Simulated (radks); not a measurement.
Results of a calculation; reference values are marked as such.
Problem. The mean radii <r> (bohr) of the occupied orbitals of an atom or ion are listed with their occupations. Code: a radial shooting solver on a logarithmic mesh with Libxc functionals. Model: Dirac Kohn-Sham, BLYP, spin-unpolarised, spherical densities, finite nucleus; Fermi nuclear charge, rms radius of each element as measured or else 0.836 A^(1/3) + 0.57 fm.

orbital      occ.      <r>
1s1/2           2  0.02666
2s1/2           2   0.1142
2p1/2           2  0.09619
2p3/2           4   0.1020
3s1/2           2   0.3061
3p1/2           2   0.2962
3p3/2           4   0.3078
3d3/2           4   0.2786
3d5/2           6   0.2823
4s1/2           2   0.7167
4p1/2           2   0.7459
4p3/2           4   0.7738
4d3/2           4   0.8692
4d5/2           6   0.8800
5s1/2           2    1.752
5p1/2    0.666667    1.972
5p3/2     1.33333    2.043
4f5/2    0.428571    2.074
4f7/2    0.571429    2.092

Name the element and its charge. Open shells, if any, are shared by 2j + 1.

Solution. Z = 54, xenon, charge +3: Xe3+ in [Kr] 4d10 5s2 5p2 4f1. The 1s radius gives Z: for a bare nucleus <r> = (2 gamma + 1)/(2Z) with gamma = sqrt(1 - (Z/c)^2), 0.02628 bohr for Z = 54, and screening makes it slightly larger (0.02666 here). The occupations add up to 51, and the charge is Z minus that.
